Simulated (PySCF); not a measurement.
From a computed spectrum to the compound

A species of 3 atoms with charge 0 has these harmonic modes (PBE0, small Gaussian bases with core potentials, PySCF 2.14.0):

```tsv
cm⁻¹	km/mol	symmetry
14	0.0	e'
14	0.0	e'
20	0.0	a1'
```

Q: Which species is it, and in which structure?

A: Hg3 (singlet):
```xyz
3

Hg    2.1768    0.0000    0.0000
Hg   -1.0884    1.8852    0.0000
Hg   -1.0884   -1.8852    0.0000
```
Ideal gas at 298.15 K and 1 bar: S = 404.5 J/(mol K), Cp = 58.2 J/(mol K), H − H(0 K) = 17.1 kJ/mol (rigid rotor, harmonic modes, spin degeneracy alone; the modes under 60 cm⁻¹ make these uncertain). 
 Other answers can fit too; this one was computed.
